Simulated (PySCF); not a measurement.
# C7H7S: g tensor and hyperfine couplings

Species: C₇H₇S (doublet state).
Cartesian coordinates in Å at the GFN2-xTB level; atoms count from 1:
```
atom  x, y, z in Å
S1     2.3691    0.1984    1.1649
C2     1.5777    0.2442   -0.4484
C3     0.8310    1.4619   -0.8368
C4     0.0604    0.1892   -0.5504
C5    -0.6159   -0.5948   -1.5813
C6    -1.7425   -1.1387   -1.1325
C7    -1.8768   -0.7339    0.2660
C8    -0.8343    0.0381    0.6197
H9     2.2544   -1.1177    1.3395
H10    2.1395   -0.2906   -1.2024
H11    0.8800    1.7975   -1.8614
H12    0.7376    2.2534   -0.1087
H13   -2.4458   -1.7573   -1.6544
H14   -2.7051   -1.0300    0.8845
H15   -0.6336    0.4882    1.5740
```

The hyperfine couplings belong to this conformer and change with its torsions.

Identity: `C1[C@@H](S)[C@@]21[C]=CC=C2` [radical].

Level of theory: UKS B3LYP, pcH-1 on C H S, non-relativistic, mean-field spin-orbit, GIAO in PySCF. Isolated species at its GFN2-xTB geometry (one conformer only). Couplings are sensitive to structure, and on GFN2-xTB geometries they can be far from those on DFT ones. The SCF solution wasn't tested for stability.

- g1, g2, g3: 2.00156, 2.00213, 2.00267
- g_iso: 2.00212
- Form of g: rhombic: the two nearest values differ by 49 % of g3 − g1
- ⟨S²⟩: 0.7643 (exact 0.7500)
- Total energy: -669.00748 Eh
- Basis functions: 280

Isotropic coupling and dipolar principal values T1 to T3, in MHz; ρ(0) is the spin density at the nucleus:

```json
{"atom": "S1", "isotope": "33S", "a_iso": "0.5", "of which spin–orbit": "0.0", "T1": "-0.2", "T2": "-0.1", "T3": "0.2", "Mulliken spin population": "0.00", "ρ(0) (bohr⁻³)": "0.0014"}
{"atom": "C2", "isotope": "13C", "a_iso": "3.5", "of which spin–orbit": "0.0", "T1": "-1.4", "T2": "-0.8", "T3": "2.2", "Mulliken spin population": "0.00", "ρ(0) (bohr⁻³)": "0.0031"}
{"atom": "C3", "isotope": "13C", "a_iso": "2.8", "of which spin–orbit": "0.0", "T1": "-1.4", "T2": "-0.8", "T3": "2.1", "Mulliken spin population": "0.00", "ρ(0) (bohr⁻³)": "0.0025"}
{"atom": "C4", "isotope": "13C", "a_iso": "42.8", "of which spin–orbit": "0.0", "T1": "-8.3", "T2": "-7.4", "T3": "15.6", "Mulliken spin population": "-0.02", "ρ(0) (bohr⁻³)": "0.0381"}
{"atom": "C5", "isotope": "13C", "a_iso": "457.9", "of which spin–orbit": "-0.1", "T1": "-79.3", "T2": "-52.5", "T3": "131.9", "Mulliken spin population": "1.04", "ρ(0) (bohr⁻³)": "0.4074"}
{"atom": "C6", "isotope": "13C", "a_iso": "26.7", "of which spin–orbit": "0.0", "T1": "-22.2", "T2": "1.3", "T3": "20.9", "Mulliken spin population": "-0.12", "ρ(0) (bohr⁻³)": "0.0237"}
{"atom": "C7", "isotope": "13C", "a_iso": "68.2", "of which spin–orbit": "0.0", "T1": "-6.7", "T2": "-0.8", "T3": "7.6", "Mulliken spin population": "0.09", "ρ(0) (bohr⁻³)": "0.0607"}
{"atom": "C8", "isotope": "13C", "a_iso": "30.2", "of which spin–orbit": "0.0", "T1": "-13.0", "T2": "1.7", "T3": "11.3", "Mulliken spin population": "-0.03", "ρ(0) (bohr⁻³)": "0.0269"}
{"atom": "H9", "isotope": "1H", "a_iso": "0.2", "of which spin–orbit": "0.0", "T1": "-1.0", "T2": "-1.0", "T3": "2.0", "Mulliken spin population": "0.00", "ρ(0) (bohr⁻³)": "0.0000"}
{"atom": "H10", "isotope": "1H", "a_iso": "-1.6", "of which spin–orbit": "0.0", "T1": "-3.9", "T2": "-3.1", "T3": "7.1", "Mulliken spin population": "0.00", "ρ(0) (bohr⁻³)": "-0.0004"}
{"atom": "H11", "isotope": "1H", "a_iso": "-1.6", "of which spin–orbit": "0.0", "T1": "-3.7", "T2": "-3.1", "T3": "6.8", "Mulliken spin population": "0.00", "ρ(0) (bohr⁻³)": "-0.0004"}
{"atom": "H12", "isotope": "1H", "a_iso": "-0.2", "of which spin–orbit": "0.0", "T1": "-1.9", "T2": "-1.6", "T3": "3.4", "Mulliken spin population": "0.00", "ρ(0) (bohr⁻³)": "0.0000"}
{"atom": "H13", "isotope": "1H", "a_iso": "36.9", "of which spin–orbit": "0.0", "T1": "-6.7", "T2": "-5.0", "T3": "11.7", "Mulliken spin population": "0.01", "ρ(0) (bohr⁻³)": "0.0083"}
{"atom": "H14", "isotope": "1H", "a_iso": "13.4", "of which spin–orbit": "0.0", "T1": "-3.3", "T2": "-2.6", "T3": "5.9", "Mulliken spin population": "0.01", "ρ(0) (bohr⁻³)": "0.0030"}
{"atom": "H15", "isotope": "1H", "a_iso": "14.0", "of which spin–orbit": "0.0", "T1": "-3.4", "T2": "0.7", "T3": "2.8", "Mulliken spin population": "0.01", "ρ(0) (bohr⁻³)": "0.0031"}
```

The Mulliken spin populations are largest on C5 (+1.04), C6 (-0.12) and C7 (+0.09). C5 is the only atom above +0.15.

Axes: g1 points within 4° of the C6–H13 bond.

Under fast tumbling the dipolar parts average out, and these isotropic splittings remain: 1 × 1H (H13, I = 1/2, 2 lines) with 1.32 mT, 1 × 1H (H15, I = 1/2, 2 lines) with 0.50 mT, 1 × 1H (H14, I = 1/2, 2 lines) with 0.48 mT, 1 × 1H (H10, I = 1/2, 2 lines) with 0.06 mT and 1 × 1H (H11, I = 1/2, 2 lines) with 0.06 mT.

The 13C coupling of C5 (457.9 MHz) shows only in satellite lines or after enrichment, since that isotope makes up about 1.07 % of natural carbon.

Time: 53 s wall (with the writing of density and orbital grids); peak memory 0.96 GiB. Hardware: AMD EPYC 9R45, one thread, no GPU, shared host with 192 logical CPUs at a one-minute load of 80.
